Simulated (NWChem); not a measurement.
# AlH₂OBr; SMILES [OH][AlH][Br]

```xyz
5

Al    -0.5518     1.1110     0.0000
H     -2.0652     1.5207     0.0000
Br     0.0800    -1.0559     0.0000
O      0.6093     2.3423     0.0000
H      1.5636     2.2535     0.0000
```
Atoms are numbered in this order, from 1.

Results from NWChem. All runs use the structure optimised with PBE0/def2-SVP. Ions are spin-unrestricted doublets at the neutral geometry; other ion states weren't tried.

For level PBE/def2-SVP:

| Item | Result |
|---|---|
| vertical ionisation energy, ΔSCF (eV) | 10.45 |
| −ε(HOMO) (eV) | 7.09 |

### Question
How do the values read with level B3LYP/def2-SVP instead?

### Answer
The vertical ionisation energy, ΔSCF (eV) is 10.80 and the −ε(HOMO) (eV) is 8.11.
